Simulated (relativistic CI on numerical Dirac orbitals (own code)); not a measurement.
## Radial parameters of Pt60+

These numbers are calculated, not measured: Dirac-Coulomb-Breit CI, KLI orbitals optimised for each configuration, a model potential for QED, unscaled Slater integrals (own radial code, finite nucleus).

Slater integrals F^k, G^k are unscaled and averaged over j, outside the closed core [Ne]; ζ comes from projecting the Hamiltonian with its Breit term on Σ l·s of the shell.

- 3s2.3p5.3d: ζ(3p) = 2.394e+06, F^2(3p,3d) = 570650, G^1(3p,3d) = 594600, G^3(3p,3d) = 400690, ζ(3d) = 322180 cm⁻¹; <r>(3p) = 0.1725, <r^2>(3p) = 0.03455, <r>(3d) = 0.1537, <r^2>(3d) = 0.02727 (bohr units).
- 3s.3p6.3d: G^2(3s,3d) = 460790, ζ(3d) = 323420 cm⁻¹; <r>(3s) = 0.1749, <r^2>(3s) = 0.03502, <r>(3d) = 0.1538, <r^2>(3d) = 0.02729 (bohr units).
- 3s2.3p5.4s: ζ(3p) = 2.4142e+06, G^1(3p,4s) = 77514 cm⁻¹; <r>(3p) = 0.1719, <r^2>(3p) = 0.03428, <r>(4s) = 0.3295, <r^2>(4s) = 0.1225 (bohr units).

Averages of the first 10 configurations, taken without configuration mixing, which lowers the lowest level and can move excited configurations by several eV; other configurations of the list can lie among them:

| Configuration | Parity | States | Average energy above the lowest level (eV) |
| --- | --- | --- | --- |
| 3s2.3p6 | even | 1 | 0.5 |
| 3s2.3p5.3d | odd | 60 | 482.7 |
| 3s.3p6.3d | even | 20 | 1016.8 |
| 3s2.3p5.4s | odd | 12 | 2894.9 |
| 3s2.3p5.4p | even | 36 | 3100.3 |
| 3s2.3p5.4d | odd | 60 | 3300.1 |
| 3s.3p6.4s | even | 4 | 3431.8 |
| 3s2.3p5.4f | even | 84 | 3426.7 |
| 3p6.3d2 | even | 45 | 2046.0 |
| 3p5.3d3 | odd | 720 | 2525.7 |
